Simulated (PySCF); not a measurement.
IIn, charge +1, doublet, geometry from GFN2-xTB (such geometries of metal compounds can be far from the true shape) (a state made from the parent by changing its charge; the spin is typed, not shown lowest) (core potentials on I, In).

The PySCF input:
```python
from pyscf import gto, scf, dft

mol = gto.M(
    atom='''
In   -0.00000000   -0.00000000   -1.69320062
I     0.00000000    0.00000000    1.56541190
''',
    basis='def2-svp',
    ecp={'I': 'def2-svp', 'In': 'def2-svp'},
    charge=1,
    spin=1,
    verbose=4,
)

mf = dft.UKS(mol)
mf.xc = 'm06'
mf.kernel()
```

Estimate the Mulliken (on the basis functions themselves) charges in atom order that PySCF with M06/def2-SVP returns for this input.

In1 0.79, I2 0.21

Give the HOMO energy at the level M06/def2-SVP.

-12.57 eV

Estimate the total energy that M06/def2-SVP returns for this input.

-487.725462 Ha

Give the nuclear repulsion energy at the level M06/def2-SVP.

85.2565 Eh

These values belong to the state on which the SCF converged, which isn't shown to be the lowest.
